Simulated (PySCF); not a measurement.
**Stretching PbH**

Set-up: PySCF, scalar-relativistic core potentials, basis sets H cc-pVTZ, Pb cc-pVTZ-PP with ECP60. Energies in eV from H + Pb in their ground configurations at the same level. State: ²Π (doublet), unpaired electrons π ↑.

| R (Å) | UHF | PBE0 | LC-ωPBE |
| --- | --- | --- | --- |
| 1.596 | -1.030 | -1.970 | -1.975 |
| 1.670 | -1.277 | -2.214 | -2.200 |
| 1.745 | -1.415 | -2.353 | -2.321 |
| 1.800 | -1.463 | -2.404 | -2.358 |
| 1.856 | -1.473 | -2.419 | -2.358 |
| 1.912 | -1.453 | -2.404 | -2.328 |
| 1.986 | -1.389 | -2.348 | -2.253 |
| 2.079 | -1.265 | -2.234 | -2.116 |
| 2.190 | -1.074 | -2.055 | -1.907 |
| 2.339 | -0.803 | -1.774 | -1.589 |

Q: Put a parabola through the three lowest points of the UHF curve and estimate Re, k and ωe (reduced mass 1.003 u; 1 eV/Å² = 0.16022 mdyn/Å; ωe = 1302.8·√(k/μ) cm⁻¹).

A: Through R = 1.8, 1.856, 1.912 Å the second-order coefficient is 4.78 eV/Å², so Re ≈ 1.847 Å, k ≈ 1.53 mdyn/Å and ωe ≈ 1610 cm⁻¹. A polynomial fit of higher order to the unrounded UHF energies gives Re = 1.845 Å, k = 1.64 mdyn/Å, ωe = 1664 cm⁻¹; anharmonicity and rounding make the difference.

The higher-order fit for each curve: UHF: Re = 1.845 Å, ωe = 1664 cm⁻¹, De = 1.47 eV; PBE0: Re = 1.854 Å, ωe = 1611 cm⁻¹, De = 2.42 eV; LC-ωPBE: Re = 1.828 Å, ωe = 1693 cm⁻¹, De = 2.36 eV.

⟨S²⟩ of the unrestricted solution departs from its pure value on part of the curve, where spin states mix. Spin–orbit coupling is left out, which matters for elements this heavy, above all for dissociation energies. The state is the lowest determinant that a PBE0 search found; another state may lie lower at other levels.
